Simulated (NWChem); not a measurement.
System: SiH2S, singlet; SMILES [SiH]S

The following NWChem deck was run.

```
start job
memory heap 200 mb stack 900 mb global 1100 mb
geometry units angstroms noautosym nocenter noautoz
  Si     0.102644     1.169331     0.000000
  H     -1.442525     1.251138     0.000000
  S     -0.063485    -0.972778     0.000000
  H      1.273977    -1.255669     0.000000
end
basis spherical
  * library def2-svp
end
dft
  xc b3lyp
  iterations 150
end
cosmo
  do_cosmo_smd true
  solvent toluene
end
task dft energy
```

Excerpt of the output:

```
             Northwest Computational Chemistry Package (NWChem) 7.3.0
             --------------------------------------------------------

                             Geometry "geometry" -> ""
                             -------------------------

 Output coordinates in angstroms (scale by  1.889725989 to convert to a.u.)

  No.       Tag          Charge          X              Y              Z
 ---- ---------------- ---------- -------------- -------------- --------------
    1 Si                  14.0000     0.10264400     1.16933100     0.00000000
    2 H                    1.0000    -1.44252500     1.25113800     0.00000000
    3 S                   16.0000    -0.06348500    -0.97277800     0.00000000
    4 H                    1.0000     1.27397700    -1.25566900     0.00000000

 Effective nuclear repulsion energy (a.u.)      72.2814061639

                                 NWChem DFT Module
                                 -----------------

 Summary of "ao basis" -> "ao basis" (spherical)
 ------------------------------------------------------------------------------
       Tag                 Description            Shells   Functions and Types
 ---------------- ------------------------------  ------  ---------------------
 Si                         def2-svp                 8       18   4s3p1d
 H                          def2-svp                 3        5   2s1p
 S                          def2-svp                 8       18   4s3p1d

 in cosmo_initialize ...
 calling solv_data for solv:toluene

 solvent parameters
 solvname_short: toluene
 solvname_long:  toluene
 dielec:        2.3741
 dielecinf:     2.2383
 nonaqueous SMD model solvent descriptors
 dielec:        2.3741
 sola:          0.0000
 solb:          0.1400
 solc:          0.8570
 solg:         40.2000
 solh:          0.0000
 soln:          1.4961

          ---------------
          -cosmo- solvent
          ---------------
 Cosmo: York-Karplus, doi: 10.1021/jp992097l
 dielectric constant -eps-     =   2.37
 screen = (eps-1)/(eps    )    =   0.57879
 surface charge correction     = lagrangian

   van der Waals surface
 --------------------------

 ---------- ATOMIC COORDINATES (A.U.) ------------ VDWR(ANG.) --
     1    0.19396903    2.20971518    0.00000000     2.470
     2   -2.72597698    2.36430799    0.00000000     1.200
     3   -0.11996925   -1.83828387    0.00000000     2.490
     4    2.40746745   -2.37287034    0.00000000     1.200
 number of segments per atom =        128
 number of   points per atom =        128
 atom (   nspa,  nppa )
 ----------------------
    1 (     90,     0 )       0
    2 (     34,     0 )       0
    3 (     96,     0 )       0
    4 (     24,     0 )       0
 number of -cosmo- surface points =      244
 molecular surface =    111.699 angstrom**2
 molecular volume  =    105.702 angstrom**3
 -lineq- algorithm             =   0
 -bem- low  level              =   3
 -bem- from -octahedral-
 gaussian surface charge width =   4.50000
 degree of switching           =   1.00000
 switching function tolerance  =   0.00010
 atomic radii =
 --------------
    1 14.000  2.470
    2  1.000  1.200
    3 16.000  2.490
    4  1.000  1.200
 ...... end of -cosmo- initialization ......

 nat:                     4
 ixmem:                  1008
 calling mnsol_interface()
 G(SMD-CDS) energy (kcal/mol)  =    -1.817
 SMD-CDS SASA (angstrom**2)    =   109.826

            General Information
            -------------------
          SCF calculation type: DFT
          Wavefunction type:  closed shell.
          No. of atoms     :     4
          No. of electrons :    32
           Alpha electrons :    16
            Beta electrons :    16
          Charge           :     0
          Spin multiplicity:     1
          Use of symmetry is: off; symmetry adaption is: off
          Maximum number of iterations: 150
          AO basis - number of functions:    46
                     number of shells:    22
          Convergence on energy requested:  1.00D-06
          Convergence on density requested:  1.00D-05
          Convergence on gradient requested:  5.00D-04

[...]

                                COSMO-SMD solvation results
                                ---------------------------

             internal energy in gas <Psi(g)|H|Psi(g)> =      -688.685749090594
         internal energy in solvent <Psi(s)|H|Psi(s)> =      -688.685630322670
                               delta internal energy  =         0.000118767924 (    0.07 kcal/mol)
   total free energy in solvent <Psi(s)|H+V/2|Psi(s)> =      -688.687410510106
 polarization energy contribution <Psi(s)|V/2|Psi(s)> =        -0.001780187436 (   -1.12 kcal/mol)
    total free energy in solvent including G(SMD-CDS) =      -688.690306562216
                       G(SMD-CDS) energy contribution =        -0.002896052110 (   -1.82 kcal/mol)
     1 M fixed-concentration free energy of solvation =        -0.004557471623 (   -2.86 kcal/mol)

                       DFT Final Molecular Orbital Analysis
                       ------------------------------------

 Vector   14  Occ=2.000000D+00  E=-3.317652D-01
              MO Center= -4.1D-01,  2.1D-01,  1.7D-10, r^2= 2.9D+00
   Bfn.  Coefficient  Atom+Function         Bfn.  Coefficient  Atom+Function
  ----- ------------  ---------------      ----- ------------  ---------------
    35      0.368430  3 S  py                32      0.313707  3 S  py
    19     -0.290704  2 H  s                  9     -0.198403  1 Si py
     8      0.185896  1 Si px                20     -0.179969  2 H  s
    29      0.176520  3 S  py                11      0.158266  1 Si px
    12     -0.126821  1 Si py                 6      0.108846  1 Si py

 Vector   15  Occ=2.000000D+00  E=-2.899247D-01
              MO Center= -2.5D-02, -6.8D-01,  6.6D-09, r^2= 1.9D+00
   Bfn.  Coefficient  Atom+Function         Bfn.  Coefficient  Atom+Function
  ----- ------------  ---------------      ----- ------------  ---------------
    36      0.588216  3 S  pz                33      0.420699  3 S  pz
    30      0.240652  3 S  pz                13      0.182419  1 Si pz
    10      0.140251  1 Si pz                 7     -0.079042  1 Si pz
    15     -0.053122  1 Si d -1              38      0.029816  3 S  d -1

 Vector   16  Occ=2.000000D+00  E=-2.449424D-01
              MO Center=  1.7D-01,  9.8D-01, -7.0D-11, r^2= 3.1D+00
   Bfn.  Coefficient  Atom+Function         Bfn.  Coefficient  Atom+Function
  ----- ------------  ---------------      ----- ------------  ---------------
     3      0.384706  1 Si s                  4      0.384457  1 Si s
    35     -0.267409  3 S  py                 8      0.253884  1 Si px
    11      0.249896  1 Si px                 2      0.226191  1 Si s
    19     -0.223978  2 H  s                 20     -0.214347  2 H  s
    32     -0.187957  3 S  py                12      0.181637  1 Si py

 Vector   17  Occ=0.000000D+00  E=-9.385156D-02
              MO Center=  7.3D-02,  9.1D-01,  2.0D-09, r^2= 3.0D+00
   Bfn.  Coefficient  Atom+Function         Bfn.  Coefficient  Atom+Function
  ----- ------------  ---------------      ----- ------------  ---------------
    13      0.704194  1 Si pz                10      0.395604  1 Si pz
    36     -0.364187  3 S  pz                 7     -0.210620  1 Si pz
    33     -0.194816  3 S  pz                30     -0.110488  3 S  pz
    38      0.044922  3 S  d -1

 Vector   18  Occ=0.000000D+00  E= 1.078812D-02
              MO Center=  3.9D-01,  7.1D-01,  2.4D-10, r^2= 4.3D+00
   Bfn.  Coefficient  Atom+Function         Bfn.  Coefficient  Atom+Function
  ----- ------------  ---------------      ----- ------------  ---------------
    12      0.838095  1 Si py                27      0.693130  3 S  s
    11     -0.555266  1 Si px                20     -0.538405  2 H  s
    43     -0.525151  4 H  s                 34      0.454615  3 S  px
    35      0.404759  3 S  py                26      0.247920  3 S  s
     9      0.213886  1 Si py                25     -0.160230  3 S  s

 Vector   19  Occ=0.000000D+00  E= 3.374652D-02
              MO Center=  6.0D-01, -6.5D-01, -2.3D-10, r^2= 3.8D+00
   Bfn.  Coefficient  Atom+Function         Bfn.  Coefficient  Atom+Function
  ----- ------------  ---------------      ----- ------------  ---------------
    43      1.087552  4 H  s                 34     -0.743849  3 S  px
    35      0.527186  3 S  py                12      0.461255  1 Si py
    27     -0.385822  3 S  s                  3     -0.349161  1 Si s
    42      0.319658  4 H  s                 31     -0.220379  3 S  px
     9      0.195296  1 Si py                32      0.179233  3 S  py

     Multipole analysis of the density
     ---------------------------------

     L   x y z        total         alpha         beta         nuclear
     -   - - -        -----         -----         ----         -------
     0   0 0 0     -0.000000    -16.000000    -16.000000     32.000000

     1   1 0 0      0.364886     -0.056331     -0.056331      0.477549
     1   0 1 0     -0.060774     -0.787841     -0.787841      1.514908
     1   0 0 1      0.000000      0.000000      0.000000      0.000000

     2   2 0 0    -20.739445    -17.361656    -17.361656     13.983868
     2   1 1 0     -1.937966      0.345231      0.345231     -2.628428
     2   1 0 1      0.000000      0.000000      0.000000      0.000000
     2   0 2 0    -21.352055    -77.500449    -77.500449    133.648844
     2   0 1 1      0.000000      0.000000      0.000000      0.000000
     2   0 0 2    -19.738667     -9.869333     -9.869333      0.000000
```

Level: B3LYP/def2-SVP, SMD on the gas-phase geometry. Low-valent species are run as closed-shell singlets; no triplet was tried in these runs. Geometry: optimised at PBE-D3(BJ)/def2-SVP. Solvent: toluene.
